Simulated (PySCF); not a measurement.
BH2N, SMILES B=N. Heavy atoms are numbered as in [BH:1]=[NH:2]. Hydrogens are named by the atom that carries them.

Coordinates come from a PBE0-D3(BJ)/def2-TZVPD optimisation.

Method: HF/pcSseg-2 run with PySCF.

GIAO shieldings, no solvent; atoms alike by connectivity are averaged. δ = σ(ref) − σ: ¹¹B against BF3 (σ = 104.0 ppm); ¹⁵N against NH3 (σ = 262.2 ppm); ¹H against TMS (σ = 31.98 ppm), references at their B3LYP-D3(BJ)/def2-TZVP geometries, non-relativistic.

| nucleus | atoms | count | δ (ppm) |
|---|---|---|---|
| ¹¹B | B1 (BH) | 1 | -6.3 |
| ¹⁵N | N2 (NH) | 1 | 90.1 |
| ¹H | H on B1 | 1 | 2.30 |
| ¹H | H on N2 | 1 | 1.76 |
